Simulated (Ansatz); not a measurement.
Pb₃F₆. The state is a singlet with charge 0. Geometry B3LYP-D4/def2-SVP, basis def2-TZVP, Ansatz.

Cartesian coordinates in Å:
```
Pb 1.845 -0.786 0.315
Pb -1.689 -0.342 0.999
Pb -0.577 2.285 -1.306
F -0.291 -1.108 -0.511
F -2.191 0.817 -1.062
F -0.605 1.698 0.847
F 1.159 1.048 -1.438
F 2.085 -2.849 0.127
F 0.265 -0.764 2.029
```

```tsv
run	HOMO (eV)	LUMO (eV)
A	-10.12	-0.39
B	-7.95	-1.99
C	-6.60	-2.69
D	-6.92	-2.44
```

In the def2 sets Pb takes a core potential; there is no spin–orbit coupling. Another isomer (singlet) lies 0.38 eV lower at PBE0-D4/def2-TZVP; other spin states weren't run for this one.

Task: The runs used PBE, PBE0, r2SCAN, ωB97M-V. Estimate which is which.

Result: A ωB97M-V (range-separated); B PBE0 (25 % exact exchange); C PBE (0 % exact exchange); D r2SCAN (0 % exact exchange). Exact exchange lowers occupied and raises empty levels; among semilocal functionals meta-GGAs tend to open the gap a little, and such runs are hard to tell apart. The gap grows from 3.90 eV (PBE) to 9.73 eV (ωB97M-V).
